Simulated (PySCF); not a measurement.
A geometry optimisation on Cl10Ge5O5.

Method: PBE0-D3(BJ)/def2-SVP geometry optimisation, gas phase (PySCF 2.14.0). Start geometry: GFN2-xTB. The command runs a driver script over a list of jobs; the input below is this job's line of settings and its coordinates in Å.

Command:
```bash
OMP_NUM_THREADS=2 python probes_run.py task.json out
```

Input:
```
{"job": {"xc": "PBE0", "basis": "def2-SVP", "d3": "d3bj", "grid": 1, "maxiter": 40, "shake": 0.03, "kind": "geom"}, "charge": 0, "multiplicity": 1}
Ge    -1.864660    -1.952030     0.328170
Cl    -3.233070    -1.490110     1.860900
Cl    -1.883830    -3.853840    -0.323430
O     -2.277710    -0.915570    -1.077640
Ge    -1.483270     0.219720    -2.052360
Cl    -2.856110     0.945110    -3.392590
Cl     0.292270    -0.615390    -2.758730
O     -1.038150     1.613120    -1.042150
Ge    -0.567180     2.318070     0.525770
Cl    -1.528790     1.508150     2.146300
Cl    -0.825420     4.315630     0.185410
O      1.160570     2.065550     0.668550
Ge     2.493080     1.239520     0.155880
Cl     2.984940     1.572020    -1.772830
Cl     3.961400     1.716650     1.599630
O      2.311170    -0.462380     0.352810
Ge     1.310410    -1.708840     0.987300
Cl     1.768000    -3.410410    -0.072320
Cl     1.553530    -1.852020     3.050420
O     -0.414760    -1.238780     0.730260
```

Output:
```
step   0  E = -15357.63559893  max force = 0.075505
step   1  E = -15357.67496386  max force = 0.020306
step   2  E = -15357.67873330  max force = 0.004842
step   3  E = -15357.67938540  max force = 0.005054
step   4  E = -15357.68006099  max force = 0.002630
step   5  E = -15357.68044036  max force = 0.002563
step   6  E = -15357.68092156  max force = 0.002591
step   7  E = -15357.68128080  max force = 0.008656
step   8  E = -15357.68234674  max force = 0.003865
step   9  E = -15357.68270148  max force = 0.002583
step  10  E = -15357.68193491  max force = 0.003839
step  11  E = -15357.68323962  max force = 0.001451
step  12  E = -15357.68326995  max force = 0.001711
step  13  E = -15357.68334755  max force = 0.001081
step  14  E = -15357.68342420  max force = 0.000849
step  15  E = -15357.68344808  max force = 0.000682
step  16  E = -15357.68346095  max force = 0.000638
step  17  E = -15357.68346554  max force = 0.000708
step  18  E = -15357.68346070  max force = 0.000670
step  19  E = -15357.68346050  max force = 0.000491
step  20  E = -15357.68346066  max force = 0.000407
optimisation converged
```

Energies in Eh; «max force» is the largest Cartesian gradient component in Eh/bohr.

Problem. At which steps does the energy rise by more than 1e-5 Eh?

Solution. At step 10 (+0.77 mEh).

Problem. How much energy does the optimisation release, in kcal/mol?

Solution. E(step 0) − E(last step) = 0.047862 Eh, which is 30.0 kcal/mol.

Main results: final energy -15357.68346 Eh after 20 steps; dipole 0.48 D.

Problem. Where do the atoms end?

Solution. 0.331 Å rms from the input after alignment:
```
atom  x, y, z in Å
Ge1   -1.8426   -1.7932    0.4674
Cl2   -2.9453   -1.6417    2.2631
Cl3   -1.8243   -3.8046   -0.1971
O4    -2.5271   -0.7453   -0.7593
Ge5   -1.5798    0.1648   -1.9265
Cl6   -2.9315    0.8395   -3.4019
Cl7   -0.0617   -1.0635   -2.7773
O8    -0.7889    1.5456   -1.2091
Ge9   -0.5401    2.2914    0.3501
Cl10  -2.0310    1.7205    1.7429
Cl11  -0.5576    4.3888    0.0537
O12    1.0022    1.8038    1.0196
Ge13   2.4854    1.2536    0.2679
Cl14   2.6588    2.0064   -1.7066
Cl15   4.0893    1.8823    1.4968
O16    2.4761   -0.4949    0.1781
Ge17   1.4270   -1.7127    0.8563
Cl18   1.7880   -3.5029   -0.2075
Cl19   1.7869   -1.9722    2.9297
O20   -0.2213   -1.1513    0.6592
```

Hardware: Intel Xeon 6975P-C, 2 threads (shared host). Cost: 53 min wall, 1.8 h CPU, 5.6 GiB resident at most.
Labels such as C1 count atoms from 1, the log's own numbers from 0.
